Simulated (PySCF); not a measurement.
# Ionisation energy of In by level of theory

In [Kr] 4d10 5s2 5p1 (2P) → In⁺ [Kr] 4d10 5s2 (1S), as a difference of total energies. All numbers are calculated (PySCF 2.14, scalar relativity through the core potential, in def2-QZVPPD with the def2 core potential (28 electrons) (8s6p5d4f1g, 88 functions)). Correlated levels: valence and next inner shell: nothing frozen outside the core potential. The calculations carry no spin-orbit coupling.

```json
{"method": "UHF", "ionisation energy (eV)": "5.219"}
{"method": "MP2 (valence and next inner shell)", "ionisation energy (eV)": "5.475"}
{"method": "SCS-MP2 (valence and next inner shell)", "ionisation energy (eV)": "5.426"}
{"method": "CCSD (valence and next inner shell)", "ionisation energy (eV)": "5.533"}
{"method": "CCSD(T) (valence and next inner shell)", "ionisation energy (eV)": "5.559"}
```

Problem. How much does correlation contribute at CCSD(T) (valence and next inner shell)?

Solution. 5.559 − (5.219) = 0.340 eV, measured against UHF.

Errors of the correlated levels include the incompleteness of this basis.

For comparison: 5.603 eV (measured; NIST levels, between the centres of gravity of the two terms).
